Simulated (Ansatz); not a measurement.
`C[SiH2]C` + `C[SeH]` → `C[SiH2][Se]C` + CH₄ at 298.15 K and 1 bar (ligand exchange at the Si–C bond).

Program: Ansatz. Geometries: PBE0-D4/def2-TZVP. ΔE: electronic, gas phase. CBS: MP2 limit from def2 TZ/QZ plus the TZ coupled-cluster correction, frozen cores. This one scheme is used for every species. For Se outer-core shells are correlated without core-valence functions, which leaves a few kJ/mol of doubt a bond. Scalar relativity is left out up to krypton. Each species was taken in one conformer, which may not be the lowest.

| species | CCSD(T)/CBS energy (Eh) | H − E (kJ/mol) | S (J/(mol·K)) |
| --- | --- | --- | --- |
| `C[SiH2]C` | -370.01595 | 253.8 | 297.2 |
| `C[SeH]` | -2441.15625 | 129.5 | 267.5 |
| `C[SiH2][Se]C` | -2770.73796 | 263.7 | 364.9 |
| CH₄ | -40.46206 | 127.4 | 186.2 |

H − E and S are ideal-gas, rigid-rotor, harmonic terms from PBE0-D4/def2-TZVP, for one conformer and one mirror image of each species. 1 Eh = 2625.50 kJ/mol, R = 8.31446 J/(mol·K).

Problem. By hand: ΔE, ΔH, ΔS and ΔG.

Solution. ΔE = (-2770.73796) + (-40.46206) − (-370.01595) − (-2441.15625) = -0.02782 Eh = -73.0 kJ/mol. Δ(H − E) = 263.7 + 127.4 − 253.8 − 129.5 = 7.8, so ΔH = -65.2 kJ/mol. ΔS = 364.9 + 186.2 − 297.2 − 267.5 = -13.6 J/(mol·K). ΔG = -65.2 − 298.15 × (-13.6)/1000 = -61.1 kJ/mol.

Problem. By hand: the equilibrium constant, and the temperature at which ΔG would vanish if ΔH and ΔS stayed fixed.

Solution. log₁₀ K = −ΔG/(RT ln 10) = 10.7. ΔG = 0 at ΔH/ΔS = 4794 K, far beyond where these terms or the molecules hold.

The number of gas molecules stays the same, so ΔS is small and ΔH decides. A doubt of 5 kJ/mol in ΔE shifts log₁₀ K by 0.9 here. Other conformers and mirror images would add mixing entropy, several J/(mol·K) or more a flexible species. Modes under 60 cm⁻¹, often nearly free rotors, make the harmonic entropy too high. These are equilibria of isolated gas molecules and say nothing of rates. Largest T1 diagnostic: 0.009 (customary marks: 0.02 for closed shells, 0.045 for open ones).
